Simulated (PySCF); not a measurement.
## [NdH3(H2O)]− at several levels of theory

Computed with PySCF 2.14.0 (density fitting, no spin-orbit coupling) at the geometry relaxed with PBE0:

```xyz
7
[NdH3(H2O)]− (singlet in the valence; each metal's 4f electrons, 4 of them, lie in its core potential, out of spins and levels)
Nd   -0.2469   -0.3982    0.3982
H     0.3862    1.8977    0.7383
H    -1.0450   -1.9920    1.9920
H     0.3862   -0.7383   -1.8977
O    -1.1517    1.3499   -1.3499
H    -0.5453    1.8771   -0.7655
H    -0.5453    0.7655   -1.8771
```

| level | basis | state | HOMO (eV) | gap (eV) | charge on Nd1 (e) | population of f-type functions on Nd1 (polarisation alone where 4f lies in the core) | dipole about the centre of mass (D) | largest force component (eV/Å) |
| --- | --- | --- | --- | --- | --- | --- | --- | --- |
| PBE0 | Nd lcecp-0-SVP with ECP50, H def2-SVP, O def2-SVP | singlet | – | – | 0.02 | 0.01 | 0.23 | 0.00 |
| revPBE | the same | singlet | – | – | -0.11 | 0.01 | 0.24 | 0.83 |
| PBE0 | Nd lcecp-0-TZVP with ECP50, H def2-TZVP, O def2-TZVP | singlet | – | – | 0.38 | 0.02 | 0.59 | 0.19 |

In the lcecp rows the 4f levels are missing from HOMO and gap, and the state counts the valence alone.

Charges are Mulliken's, which hang on the basis. The relaxation used the grid (50, 194), these runs (75, 302) or, all-electron (x2c bases, spin-free X2C Hamiltonian), (99, 590).

Problem. What does HF with Nd lcecp-0-SVP with ECP50, H def2-SVP, O def2-SVP give here?

Solution. state singlet, charge on Nd1 (e) 0.37, population of f-type functions on Nd1 (polarisation alone where 4f lies in the core) 0.01, dipole about the centre of mass (D) 0.32, largest force component (eV/Å) 1.58. Time: 1.2 s on 2 threads of Arm Neoverse V1 (shared host), from an already converged density.

An lcecp potential fixes the number of 4f electrons, so in runs with it no electron can move into or out of that shell; real Nd(II) is rare or takes another configuration.
